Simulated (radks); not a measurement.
The numbers below are computed, except where a source is named.
Q: All-electron atom: V3+ in [Ar] 3d1.5 4s0.5 (fractional occupations, a model configuration). Code: a radial shooting solver on a logarithmic mesh with Libxc functionals. Model: scalar-relativistic Kohn-Sham, SCAN, spin-unpolarised, spherical densities, finite nucleus; meta-GGA in the generalised Kohn-Sham scheme; Fermi nuclear charge, rms radius 3.6002 fm. Some entries of the table are withheld. Estimate them.

orbital  occ.  eigenvalue (eV)  r(max) (bohr)  <r^2> (bohr^2)
1s          2              (1)        0.04350        0.005942
2s          2        -650.6146         0.2552          0.1116
2p          6        -548.4717         0.2082         0.09231
3s          2        -110.1365            (2)          0.9951
3p          6         -82.2410         0.8357           1.131
3d        1.5         -39.7805         0.8426           1.618
4s        0.5         -28.4629          2.288           7.130

A: 
(1) 1s eigenvalue (eV): -5424.989
(2) 3s r(max) (bohr): 0.8135
